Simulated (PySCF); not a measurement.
## Radial density of Br²⁺ (bromine, charge +2)

B3LYP, [Ar] 3d10 4s2 4p3, high-spin 4S determinant. All numbers are calculated (PySCF 2.14, the spin-free X2C one-electron Hamiltonian (Gaussian nucleus), in x2c-SVPall).

```
r (bohr)  4πr²ρ (e/bohr)  4πr²(ρα − ρβ)
0.000612          0.2204         0.0000
 0.00103          0.5966         0.0000
 0.00173           1.519         0.0000
 0.00291           3.559         0.0000
 0.00490           8.063         0.0001
 0.00824           16.76         0.0005
  0.0139           30.01         0.0022
  0.0233           41.86         0.0108
  0.0392           41.13         0.0434
  0.0659           35.61         0.1235
   0.111           48.96         0.1531
   0.187           42.19        -0.0090
   0.314           28.49         0.2352
   0.528           32.97         0.2301
   0.888           10.25         0.3432
    1.49           4.206         2.0750
    2.51           1.093         0.7512
    4.22         0.05692         0.0531
    7.11       1.390e-05         0.0000
```

Densities and radii are taken from the X2C orbitals without a picture-change correction, which distorts them close to the nucleus.

(1) Where is the radial spin density 4πr²(ρα − ρβ) most negative, and why is it negative at all?

Results:

(1) Around r = 0.187 bohr, down to -0.0090 e/bohr: exchange with the open shell polarises the paired shells in an unrestricted calculation.
